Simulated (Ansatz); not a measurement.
Coupled-cluster diagnostics for the cluster Li5H5, Ansatz.

Geometry of the singlet (r2SCAN-D4/def2-TZVP):

```tsv
atom	x (Å)	y (Å)	z (Å)
Li1	2.8669	1.9200	0.1729
Li2	-1.2340	-1.8716	0.6154
Li3	-0.3240	0.7235	-0.6336
Li4	-2.9836	-0.6355	-1.1023
Li5	1.6848	-0.0555	0.8993
H6	1.2695	1.4600	-0.3152
H7	3.2841	0.6389	1.2333
H8	-2.7775	-2.0066	-0.0911
H9	-1.8923	0.6251	-1.3722
H10	0.1061	-0.7984	0.5936
```

Correlated methods freeze no core orbitals; core or outer-core shells of Li are correlated, in sets that lack core-valence functions. Another isomer (singlet) lies 0.46 eV lower at PBE0-D4/def2-TZVP; other spin states weren't run for this one.

Question: Estimate the CCSD(T) correlation energy, the shares of MP2 and (T), T1 and the reference's ⟨S²⟩ for: charge 0, singlet, own geometry in def2-TZVPP; and the rough time on 4 threads of Arm Neoverse V2 on a shared host.

Answer: 
```json
{"state": "charge 0, singlet, own geometry", "basis": "def2-TZVPP", "correlation (eV)": "-9.891", "MP2 share (%)": "82.9", "(T) share (%)": "0.5", "T1": "0.004", "⟨S²⟩ (pure)": "0.00 (0.00)", "wall time": "11 s"}
```
Customary marks for T1 are 0.02 (closed shells), 0.045 (open shells) and about 0.05 (3d metals). T1 stays under 0.02 throughout.
